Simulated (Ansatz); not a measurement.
The same path of FH2NOSi (6 atoms, charge 0, multiplicity 1) was run twice with different band settings. Lost on the way: N1–H5. Made: O3–H5.

Level of theory: RKS BHLYP/def2-SVPD in Ansatz 0.2.0.

Relaxed end points:

```xyz
6
Properties=species:S:1:pos:R:3
N -0.262 0.827 -0.164
Si 0.290 -0.692 0.239
O 1.170 -1.124 1.389
F -0.320 -1.657 -0.881
H -0.030 1.640 0.376
H -0.848 1.004 -0.959
```

```xyz
6
Properties=species:S:1:pos:R:3
N -0.670 0.960 -0.715
Si -0.014 -0.323 -0.102
O 0.912 -0.325 1.224
F -0.039 -1.861 -0.531
H 1.062 0.515 1.653
H -1.251 1.033 -1.529
```

Common settings: spring 5.0 eV/Å²; optimiser quadratic models (default); start path through a guess of the saddle point; force threshold 0.05 eV/Å; iteration limit 60; end points relaxed.

| run | movable images | climbing image |
| --- | --- | --- |
| 1 | 5 | yes |
| 2 | 1 | no |

Q: What does each run give, and how far can it be trusted?

A: Run 1: converged after 10 iterations, highest image 2.699 eV above the first end. Neighbouring images differ by up to 1.6 eV, so the band resolves the path poorly. A vibrational analysis at the climbing image gives one clearly imaginary mode, 2029i cm⁻¹: a first-order saddle point.
Run 2: converged after 9 iterations, highest image 2.691 eV above the first end. Neighbouring images differ by up to 2.7 eV, so the band resolves the path poorly. No image climbed, so the highest image needn't sit at the top of the path. So few images can step over the top or miss a turn of the path.
The orbitals stay closed-shell, which can raise the energy where a bond breaks towards radicals; this wasn't checked here.
